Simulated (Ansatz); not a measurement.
Basis-set extrapolation for CH5FOSi2, SMILES `O[Si]1(F)C[SiH2]1` (PBE0-D4/def2-TZVP geometry, frozen core, the Gaussian-basis code of Ansatz). Multiplicity 1, RHF reference.

```
                      def2-TZVPP   def2-QZVPP
                 HF  -793.137481  -793.165865
    MP2 correlation    -0.893702    -0.967196
CCSD(T) correlation    -0.963451      not run
```

Energies in hartree. Use E(X) = E(∞) + A·exp(−7.88·√X) for Hartree–Fock and E(X) = E(∞) + B·X^(−2.97) for correlation, with X = 3 and 4, and add CCSD(T) minus MP2 of the smaller set to the MP2 limit.

Q: What is the CCSD(T) energy at the basis-set limit?

A: HF limit: -793.165865 + (-0.028384) × 0.13774 = -793.16977. MP2 limit: -0.967196 + (-0.073494) × 0.74074 = -1.02164. Higher-order term: -0.963451 − (-0.893702) = -0.06975. Total: -794.26116 hartree, 100.5 kcal/mol below CCSD(T)/def2-TZVPP.
